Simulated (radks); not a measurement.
Species: Lu I. Configuration: [Xe] 4f14 5d(up 0.875, down 0.125) 6s2 (fractional occupations, a model configuration). Calculated with a radial shooting solver on a logarithmic mesh with Libxc functionals: non-relativistic Kohn-Sham, PBE, spin-polarised, spherical densities, point nucleus; relativity is left out, which matters for an element this heavy.

Normalised radial functions P(r) = r R(r), r in bohr:

```
   r/bohr * 4f up (the largest magnitude, 1.21, reaches the edge; | marks zero)
0.0007058 *
0.0009642 *
 0.001317 *
   0.0018 *
 0.002458 *
 0.003359 *
 0.004588 *
 0.006268 *
 0.008564 *
   0.0117 *
  0.01598 *
  0.02184 *
  0.02983 *
  0.04075 *
  0.05568 |*
  0.07606 |  *
   0.1039 |      *
    0.142 |             *
   0.1939 |                         *
   0.2649 |                                       *
    0.362 |                                                   *
   0.4945 |                                                      *
   0.6756 |                                               *
   0.9229 |                                  *
    1.261 |                     *
    1.723 |          *
    2.353 |    *
    3.215 | *
    4.392 *
        6 *
    8.197 *
     11.2 *
```

4f up: eigenvalue -15.232 eV, 0 radial nodes, <r> = 0.694 bohr, 90 % of the charge inside 1.18 bohr.
